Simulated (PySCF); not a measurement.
## Radial density of Ti⁻ (titanium, charge -1)

r2SCANh, [Ar] 3d3 4s2, high-spin 4F determinant. Computed with PySCF 2.14 in aug-cc-pVTZ (8s7p5d3f2g, 93 functions), with no relativity, point nucleus.

| r (bohr) | 4πr²ρ (e/bohr) | 4πr²(ρα − ρβ) |
| --- | --- | --- |
| 0.00124 | 0.1307 | 0.0000 |
| 0.00209 | 0.3563 | 0.0001 |
| 0.00351 | 0.9470 | 0.0001 |
| 0.00591 | 2.411 | 0.0004 |
| 0.00994 | 5.716 | 0.0009 |
| 0.0167 | 12.02 | 0.0017 |
| 0.0281 | 20.73 | 0.0026 |
| 0.0473 | 26.01 | 0.0019 |
| 0.0795 | 21.89 | -0.0016 |
| 0.134 | 20.57 | 0.0048 |
| 0.225 | 27.95 | 0.0736 |
| 0.379 | 15.94 | 0.3790 |
| 0.637 | 8.323 | 1.1202 |
| 1.07 | 9.374 | 1.5143 |
| 1.80 | 2.645 | 1.0404 |
| 3.03 | 0.8129 | 0.4983 |
| 5.10 | 0.3711 | 0.0676 |
| 8.57 | 0.08944 | -0.0410 |
| 14.4 | 0.007328 | -0.0064 |

⟨S²⟩ = 3.91 against 3.75 shows spin contamination. At r2SCANh the highest occupied level has a positive energy, so only the finite basis holds that electron; in a semilocal or global hybrid functional this comes from self-interaction and does not mean that the real anion is unbound.

Problem. Where is the radial spin density 4πr²(ρα − ρβ) most negative, and why is it negative at all?

Solution. Around r = 8.57 bohr, down to -0.0410 e/bohr: exchange with the open shell polarises the paired shells in an unrestricted calculation.
